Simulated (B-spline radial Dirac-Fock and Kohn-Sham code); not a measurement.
How the settings move the core levels of Kr⁷⁺

ΔSCF core binding energies without Breit or QED terms, calculated with a radial atomic solver. Keys: rel is the Hamiltonian (dirac, or spin-free x2c and nr, where L3 and M5 stand for the whole 2p and 3d shells), method is hf or an exchange,correlation pair (spin-unpolarised, also for the hole states), nuc the nuclear model, radius_factor scales its radius, rmax is the box in bohr, h the logarithmic mesh step, order the B-spline order, points the quadrature points per cell, c_factor scales the speed of light, and damp, ndamp, maxit and tol steer the iteration. The run stops when the commutator error falls below 10·tol·max(1, Z/10), or the numerical noise floor, and the energy has settled to about 1e-8 Ha; the virial ratio is −V/T.

Base input:

```json
{"items": [{"Z": 36, "q": 7, "cfg": [[1, 0, 2], [2, 0, 2], [2, 1, 6], [3, 0, 2], [3, 1, 6], [3, 2, 10], [4, 0, 1]], "A": 84, "rrms": 4.1884, "do": "settings", "holes": ["K", "L3", "M5"],
  "settings": [{"rel": "dirac", "method": "hf", "nuc": "fermi", "radius_factor": 1.0, "rmax": 45.0, "h": 0.3, "order": 8, "points": 10, "c_factor": 1.0, "maxit": 60, "damp": 0.5, "ndamp": 3, "tol": 1e-08}]}]}
```

The ground state converged in 9 iterations, with total energy -2775.31038 Ha, virial ratio 1.97335 and highest orbital energy -124.82 eV. ΔSCF binding energies: K (1s) 14483.6 eV, L3 (2p3/2) 1802.9 eV, M5 (3d5/2) 209.6 eV.

Changes from the base run:

| changed setting | Δ total energy (Ha) | Δ K (eV) | Δ L3 (eV) | Δ M5 (eV) | iterations |
| --- | --- | --- | --- | --- | --- |
| tol = 1e-06 | 0.00000 | 0.00 | 0.00 | 0.00 | 8 |
| nuc = "sphere" | +0.00002 | 0.00 | 0.00 | 0.00 | 9 |
| radius_factor = 0.8 | -0.00831 | +0.10 | 0.00 | 0.00 | 9 |
| method = "pbesol" | ? | ? | ? | ? | ? |
| h = 0.12; order = 7; damp = 0.8 | 0.00000 | 0.00 | 0.00 | 0.00 | 10 |
| method = "pbesol"; rmax = 30.0; c_factor = 10.0 | +37.05771 | -247.94 | -5.06 | +3.63 | 8 |
| order = 7 | +0.00001 | 0.00 | 0.00 | 0.00 | 9 |

Task: What does the change method = "pbesol" do?

Result: The total energy moves by +0.50825 Ha and the binding energies by K +9.72 eV, L3 -7.98 eV, M5 +1.64 eV; the run takes 9 iterations.
